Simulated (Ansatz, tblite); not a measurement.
Forces on Al(PH3)F3 (AlPH3F3) at its B3LYP-D4/def2-SVP geometry. Total charge 0; singlet.

The xTB rows come from tblite.

GFN1-xTB (tblite), largest force 0.86 eV/Å:

```xyz
8
positions Å, forces eV/Å
Al   -0.192   -0.710   -1.198    0.092    0.340    0.573
F    -0.902   -2.081   -0.574    0.187    0.344   -0.238
F     1.393   -0.820   -1.697   -0.453   -0.007    0.076
F    -1.175    0.378   -1.986    0.263   -0.341    0.154
P     0.152    0.558    0.941   -0.066   -0.246   -0.415
H     0.931   -0.050    1.954   -0.478    0.614   -0.357
H    -0.996    0.906    1.692    0.836   -0.040   -0.179
H     0.788    1.820    0.868   -0.382   -0.663    0.384
```

GFN2-xTB (tblite), largest force 0.69 eV/Å:

```
Al 0.012 0.046 0.078
F 0.176 0.341 -0.154
F -0.395 0.029 0.127
F 0.244 -0.269 0.196
P 0.022 0.082 0.138
H -0.392 0.432 -0.371
H 0.646 -0.084 -0.230
H -0.315 -0.576 0.215
```

PBE-D4/def2-TZVP (Ansatz), largest force 0.19 eV/Å:

```
Al 0.014 0.050 0.085
F -0.053 -0.101 0.046
F 0.116 -0.008 -0.035
F -0.073 0.081 -0.060
P -0.025 -0.095 -0.161
H 0.017 0.012 0.047
H -0.010 0.024 0.044
H 0.014 0.038 0.033
```
